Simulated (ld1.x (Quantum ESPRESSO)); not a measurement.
## samarium, ultrasoft: configuration errors across variants

ld1.x (Quantum ESPRESSO) 7.5 input, shortened:

```
&input
   title='Sm', zed=62., rel=2, dft='PBE', iswitch=3,
   config='[Xe] 4f6 5d0 6s1 6p1', rel_dist='average'
 /
 &inputp
   pseudotype=3, tm=.true., lloc=-1, rcloc=1.65,
   nlcc=.true.,
   which_augfun='PSQ', rmatch_augfun_nc=.true.
 /
8
5S  1  0   2.00   0.00  2.10  2.80  0.0
6S  2  0   1.00   0.00  2.10  2.80  0.0
5P  2  1   6.00   0.00  2.25  2.40  0.0
6P  3  1   1.00   0.00  2.25  2.40  0.0
5D  3  2   0.00   0.00  2.60  2.80  0.0
5D  3  2   0.00   2.15  2.60  2.80  0.0
4F  4  3   6.00   0.00  0.90  1.20  0.0
4F  4  3   0.00   0.20  0.90  1.20  0.0
 &test
   configts(1)='4f6 5s2 5p6 5d0 6s1 6p1'
 /
```

Open shells are filled in proportion to 2j + 1 (rel_dist='average').

All-electron excitation energies from the reference (eV): (1) 4f6 5s2 5p6 5d0 6s2 6p0 -2.432; (2) 4f6 5s2 5p6 5d0 6s1 6p0 3.516; (3) 4f6 5s2 5p6 5d0 6s0 6p0 14.604.

The overlap operator is not positive definite (basis up to 400 Ry) in “base”, “all radii but the core radius scaled by about 1.04 (s 2.92, p 2.50, d 2.92, f 1.26 bohr, rcut 2.20/2.34/2.72/0.94); local potential all-electron potential smoothed inside 1.72 bohr (lloc = -1)”, “waves 5s (bound): rcut 2.10, rcutus 2.76 bohr; 6s (bound): rcut 2.10, rcutus 2.76 bohr”, “waves 5d (bound): rcut 2.60, rcutus 2.86 bohr; 5d channel at 2.15 Ry: rcut 2.60, rcutus 2.86 bohr”, “local potential all-electron potential smoothed inside 3.06 bohr (lloc = -1)”. Such files are unfit for use, however small their errors in these radial tests.

Tests that are not counted but printed errors over 1 eV. “local potential all-electron potential smoothed inside 3.06 bohr (lloc = -1)”: 4f7 5s2 5p6 5d0 6s0 6p0 (solver errors, printed error -1989 eV).

4 further variants failed, have other tests or another functional or relativity, and are left out.

Errors AE − PS in meV (a dash: test not solved or not reliable):

```csv
change,(1),(2),(3),bound ghosts
base,+0.2,+1.0,+1.5,not determined (overlap not positive)
"all radii but the core radius scaled by about 1.04 (s 2.92, p 2.50, d 2.92, f 1.26 bohr, rcut 2.20/2.34/2.72/0.94); local potential all-electron potential smoothed inside 1.72 bohr (lloc = -1)",–,–,–,not determined (overlap not positive)
"waves 5s (bound): rcut 2.10, rcutus 2.76 bohr; 6s (bound): rcut 2.10, rcutus 2.76 bohr",+0.2,+1.0,+1.5,not determined (overlap not positive)
"waves 5d (bound): rcut 2.60, rcutus 2.86 bohr; 5d channel at 2.15 Ry: rcut 2.60, rcutus 2.86 bohr",+0.2,+1.0,+1.5,not determined (overlap not positive)
local potential all-electron potential smoothed inside 3.06 bohr (lloc = -1),+2.4,+1.8,+1.2,not determined (overlap not positive)
```

Task: Give the same row for: local potential all-electron potential smoothed inside 2.20 bohr (lloc = -2).

Result: 0.0, -0.1, +1.6; bound ghosts: not determined.
